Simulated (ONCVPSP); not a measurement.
## Varying the ONCV potential for S

Base potential:

```
Element                 : sulfur
Generator               : ONCVPSP 4.0.1
Type                    : optimised norm-conserving Vanderbilt (ONCV)
Functional              : PBE
Relativity              : scalar-relativistic
Frozen core             : [He]
Valence charge          : 14
Reference configuration : 2s2 2p6 3s2 3p4
Partial waves           : 2s+3s: rc 0.80 bohr, ncon 4, nbas 8, qcut 17 1/bohr, 2 projectors; 2p+3p: rc 0.90 bohr, ncon 4, nbas 8, qcut 13.7 1/bohr, 2 projectors; d scattering state at 0.44 Ha: rc 0.80 bohr, ncon 4, nbas 7, qcut 13.9 1/bohr, local
Local potential         : the d channel
Core correction         : polynomial model core, fcfact 0.45
```

All-electron outer shells of the reference configuration (PBE, scalar-relativistic, ld1.x):

| shell | level (eV) | outermost node (bohr) | outermost maximum (bohr) |
| --- | --- | --- | --- |
| 1s | -2405.94 | – | 0.06 |
| 2s | -211.71 | 0.13 | 0.39 |
| 2p | -156.51 | – | 0.33 |
| 3s | -17.26 | 0.60 | 1.40 |
| 3p | -7.01 | 0.58 | 1.61 |

Cutoffs, loose and tight: the cutoffs (Ha) at which the residual kinetic energy of the hardest occupied pseudo-wave falls to 1 and 0.1 mHa per electron. They do not see the model core or the augmentation charge, which bear on the density cutoff. Test errors are all-electron minus pseudo excitation energies from the reference, over the configurations 2s2 2p6 3s2 3p3; 2s2 2p6 3s2 3p2; 2s2 2p6 3s2 3p1; 2s2 2p5 3s2 3p4. A dash means not determined; rows that change the core or the reference have their own tests.

| change | outcome | cutoff, loose | cutoff, tight | bound ghosts | GHOST(+) flags above zero | largest test error (meV) |
| --- | --- | --- | --- | --- | --- | --- |
| base | generated | 88 Ha | 180 Ha | none | none | +1312 |
| all radii but the core radius scaled by about 0.77 (s 0.62, p 0.68, d 0.62 bohr) | generated | 425 Ha | 511 Ha | none | none | +615 |
| all radii but the core radius scaled by about 0.86 (s 0.68, p 0.78, d 0.68 bohr) | generated | 214 Ha | 347 Ha | none | none | +906 |
| all radii but the core radius scaled by about 0.92 (s 0.74, p 0.82, d 0.74 bohr) | generated | 129 Ha | 305 Ha | none | none | +1034 |
| all radii but the core radius scaled by about 0.97 (s 0.78, p 0.86, d 0.78 bohr) | generated | 94 Ha | 264 Ha | none | none | +1167 |
| all radii but the core radius scaled by about 1.15 (s 0.92, p 1.04, d 0.92 bohr) | generated | 78 Ha | 87 Ha | none | none | +1820 |
| all radii but the core radius scaled by about 1.22 (s 0.98, p 1.10, d 0.98 bohr) | generated | 74 Ha | 85 Ha | none | none | +2060 |
| all radii but the core radius scaled by about 1.27 (s 1.02, p 1.14, d 1.02 bohr) | generated | 72 Ha | 88 Ha | none | none | +2215 |
| all radii but the core radius scaled by about 1.30 (s 1.04, p 1.18, d 1.04 bohr) | generated | 70 Ha | 87 Ha | none | none | +2357 |

Problem. What comes out with this change to the base: all radii but the core radius scaled by about 1.07 (s 0.86, p 0.96, d 0.86 bohr)?

Solution. outcome: generated; cutoff, loose: 82 Ha; cutoff, tight: 93 Ha; bound ghosts: none; GHOST(+) flags above zero: none; largest test error (meV): +1535.

Reading the sweep of the scale of all radii but the core radius (base = 1) (base included, trends over the rows without a ghost): The loose cutoff falls from 425 Ha at 0.77 to 70 Ha at 1.3. A larger radius leaves more room for a smooth pseudo-wave, so fewer plane waves are needed; a smaller one forces it to follow the all-electron wave where it bends sharply. The median size of the test errors (rows with all tests solved) falls from 7.9 meV at 0.77 to 3.2 meV at 1.3, with one reversal. This runs against the usual rule that a larger radius transfers worse; these runs do not show why.
